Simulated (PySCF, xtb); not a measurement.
F₅Ta, SMILES [F][Ta-]([F])([F])([F])[F] (connectivity only; charge and spin as stated), charge -1, multiplicity 2.

Harmonic wavenumbers (cm⁻¹) from GFN2-xTB in xtb at its own minimum, in rising order: 34, 69, 134, 179, 193, 229, 230, 258, 279, 339, 387, 392.

Q: What does PBE-D3(BJ)/def2-SVPD (PySCF 2.14.0) give at its own minimum? (An estimate is asked for; the answer gives what the named calculation found.)

A: 10, 127, 140, 185, 207, 241, 281, 516, 517, 556, 566, 596. Paired by order, the mean absolute difference is 106 cm⁻¹ and the zero-point energies are 3.9 and 5.6 kcal/mol.
